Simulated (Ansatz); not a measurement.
The cluster Au5Se2⁺. Charge 1, multiplicity 1. Geometry PBE0-D4/def2-SVP, basis def2-TZVP, Ansatz.

Cartesian coordinates in Å:
```
Au 2.3515 -2.3554 -0.5918
Au -3.1468 -0.9765 -0.7595
Au -2.6034 2.4007 -0.5435
Au 3.2128 0.1530 1.5791
Au 0.0553 0.2309 0.0939
Se 2.3740 0.0361 -0.6604
Se -2.2433 0.5112 0.8822
```

```csv
run,HOMO (eV),LUMO (eV)
A,-10.31,-7.03
B,-9.82,-7.66
C,-10.83,-6.54
D,-10.69,-6.66
E,-9.96,-7.43
F,-10.14,-8.04
```

In the def2 sets Au takes a core potential; there is no spin–orbit coupling. HSE06 is defined as in plane-wave codes, on full-range PBE exchange. The structure comes from a short search, and lower isomers may exist.

Task: The runs used HSE06, LDA (SPW92), PBE, PBE0, r2SCAN, r2SCAN0. Estimate which is which.

Result: A HSE06 (range-separated); B PBE (0 % exact exchange); C r2SCAN0 (25 % exact exchange); D PBE0 (25 % exact exchange); E r2SCAN (0 % exact exchange); F LDA (SPW92) (0 % exact exchange). Exact exchange lowers occupied and raises empty levels; among semilocal functionals meta-GGAs tend to open the gap a little, and such runs are hard to tell apart. The gap grows from 2.11 eV (LDA (SPW92)) to 4.29 eV (r2SCAN0).
